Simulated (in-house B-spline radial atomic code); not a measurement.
Results of a calculation; reference values are marked as such.
**Stopping and range of 50 keV Cu in InAs**

The pair potential comes from two frozen, spherical free-atom densities (PBE, B-spline radial code, scalar-relativistic past argon): electrostatics plus the change in Thomas-Fermi kinetic and Dirac exchange energy where they overlap, the recipe behind the universal ZBL potential, which averages such potentials (from solid-state densities) over many pairs. It is written V = (Z1 Z2 e²/r) φ(r/a), with e² = 14.3996 eV·Å and a = 0.46850 Å/(Z1^0.23 + Z2^0.23); ZBL's fit is φ = 0.18175 e^(−3.1998x) + 0.50986 e^(−0.94229x) + 0.28022 e^(−0.4029x) + 0.02817 e^(−0.20162x). Where φ falls below 4e-4 it is continued as an exponential.

The target is taken as amorphous, with density 5.68 g/cm³ (NSM archive of the Ioffe Institute); channelling is ignored. Masses: Cu 63.55, In 114.82, As 74.92 u. Nuclear stopping is S_n = 4π a Z1 Z2 e² M1/(M1 + M2) × s_n(ε), with s_n integrated over impact parameters for each pair. Electronic stopping is Lindhard and Scharff's S_e = Z1^(1/6) 8π e² a0 Z1 Z2/(Z1^(2/3) + Z2^(2/3))^(3/2) × v/v0, with a0 = 0.529177 Å and v = v0 at 24.801 keV/u; it misses the oscillations with Z1 seen in experiment, which reach tens of per cent. Compounds add by atom fraction.

| target atom | a (Å) | ε at this energy | s_n, this pair | s_n, ZBL potential |
| --- | --- | --- | --- | --- |
| In | 0.10147 | 0.1596 | 0.3456 | 0.3383 |
| As | 0.10637 | 0.2088 | 0.3612 | 0.3461 |

(1) What are the atom density and the stopping powers at entry?

Along the track:

```csv
E (keV),N S_n (eV/nm),N S_e (eV/nm)
2.5,509,57.7
7.5,761,100
15,926,141
25,1030,183
37.5,1100,224
50,1130,258
```

(2) Estimate the path length and the projected range.

Results:

(1) N = 5.68 × 0.602214/94.87 = 0.03606 atoms/Å³. For In: S_n = 9296 × 0.3456 = 3213 eV·Å², S_e = 3.4832 × √50000 = 778.9 eV·Å². For As: S_n = 8454 × 0.3612 = 3053 eV·Å², S_e = 2.9204 × √50000 = 653 eV·Å². Averaged over the target's atoms (half each) and times N × 10 Å/nm, the ion loses N S_n = 1130 eV/nm to recoils and N S_e = 258 eV/nm to electrons; the nuclear share is 81 %.

(2) With continuous slowing down the path is the integral of dE/(N (S_n + S_e)). Trapezoids over the table give 43.1 nm, and the stretch below the first row, with stopping taken as √E, adds 2E/(N S) = 8.8 nm: 51.9 nm in all, against 50.8 nm on a fine grid from 5 eV. Deflections shorten the depth: to first order in the energy passed on, N (S_n + S_e) dR_p/dE = 1 − N S_n (M2/M1) R_p/(2E), summed over the target's atoms, and integrating this on the fine grid gives R_p = 25.7 nm, 0.50 of the path. Lindhard's rule of thumb R/(1 + M2/3M1), with mean M2/M1 = 1.49, gives 33.9 nm. On the ZBL potential the same equation gives 26.4 nm, and the full integral equation, which keeps hard collisions, 28.2 nm.
